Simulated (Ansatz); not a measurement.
Reaction (ligand exchange at a Mg–O bond): `[CH3][Mg][O][SiH3]` + HCl → `[CH3][Mg][Cl]` + `O[SiH3]`

Isolated molecules relaxed with PBE0-D4/def2-TZVP in Ansatz; ΔE leaves out vibrations. CBS: MP2 limit from def2 TZ/QZ plus the TZ coupled-cluster correction, frozen cores. This one scheme is used for every species. For Mg outer-core shells are correlated without core-valence functions, which leaves a few kJ/mol of doubt a bond. Each species was taken in one conformer, which may not be the lowest.

| species | HF/CBS(def2) energy (Eh) |
| --- | --- |
| `[CH3][Mg][O][SiH3]` | -604.94211 |
| HCl | -460.11403 |
| `[CH3][Mg][Cl]` | -698.85214 |
| `O[SiH3]` | -366.22576 |

Question: Work out ΔE.

Answer: ΔE = (-698.85214) + (-366.22576) − (-604.94211) − (-460.11403) = -0.02176 Eh = -0.59 eV. CCSD(T)/CBS gives -0.42 eV.

Largest T1 diagnostic among the species: 0.011.

Leaving LDA and LC-ωPBE aside and taking each functional with its dispersion term where it has one, the values, not all of them listed here, spread over 0.11 eV, from HSE06-D4 to BLYP-D4. LDA lies +0.04 eV from PBE without D4. At CCSD(T), def2-SVP lies +0.05 eV from the extrapolated value and def2-TZVPP −0.01 eV.
